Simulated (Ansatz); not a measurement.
Consider the formal hydrolysis of a Ga–Cl bond: `[F][GaH][Cl]` + H₂O → `[OH][GaH][F]` + HCl.

Gas-phase electronic energies from Ansatz, PBE0-D4/def2-TZVP geometries. CCSD(T)/CBS is the MP2 limit (def2-TZVPP, def2-QZVPP) plus CCSD(T) − MP2 in def2-TZVPP, frozen cores. This one scheme is used for every species. Functionals use def2-TZVPP. HSE06 is defined as in plane-wave codes. For Ga outer-core shells are correlated without core-valence functions, which leaves a few kJ/mol of doubt a bond. Scalar relativity is left out up to krypton. One conformer a species, not always the lowest.

`[F][GaH][Cl]`:

Cartesian coordinates in Å:
```
F 1.445 0.525 0.779
Ga -0.061 0.145 -0.016
Cl -0.331 -1.930 -0.362
H -1.053 1.260 -0.401
```

H₂O:

```xyz
3

O     0.119    0.055    0.366
H     0.486   -0.550   -0.282
H    -0.605    0.495   -0.084
```

`[OH][GaH][F]`:

Cartesian coordinates in Å:
```
O -0.946 0.077 -0.897
Ga 0.414 -0.055 0.230
F 1.890 -0.466 -0.609
H -1.783 0.302 -0.485
H 0.425 0.142 1.762
```

HCl:

Cartesian coordinates in Å:
```
Cl -0.180 0.085 0.608
H 0.180 -0.085 -0.608
```

(1) Is it downhill or uphill in electronic energy at CCSD(T)/CBS, and by how much? (Best estimate.)

(2) What do these levels give: LDA (SPW92), PBE-D4, revPBE, BLYP, r2SCAN0, HSE06, BHLYP, LC-ωPBE, RPA@PBE/def2-TZVPP, MP2/def2-SVP, CCSD(T)/def2-TZVPP, HF/def2-QZVPP? (Estimate.)

Largest T1 diagnostic among the species: 0.015.

Results:

(1) The calculation gave: Uphill: ΔE = +59.6 kJ/mol.

(2) The calculation gave: LDA (SPW92) 54.6, PBE-D4 59.1, revPBE 59.2, BLYP 53.5, r2SCAN0 64.3, HSE06 64.1, BHLYP 63.2, LC-ωPBE 57.9, RPA@PBE/def2-TZVPP 50.1, MP2/def2-SVP 53.0, CCSD(T)/def2-TZVPP 55.0, HF/def2-QZVPP 68.2 kJ/mol.

At CCSD(T), def2-SVP lies −5.9 kJ/mol from the extrapolated value and def2-TZVPP −4.5 kJ/mol. From BLYP to BHLYP (50 % exact exchange), in def2-TZVPP and without D4, ΔE moves by +9.7 kJ/mol.
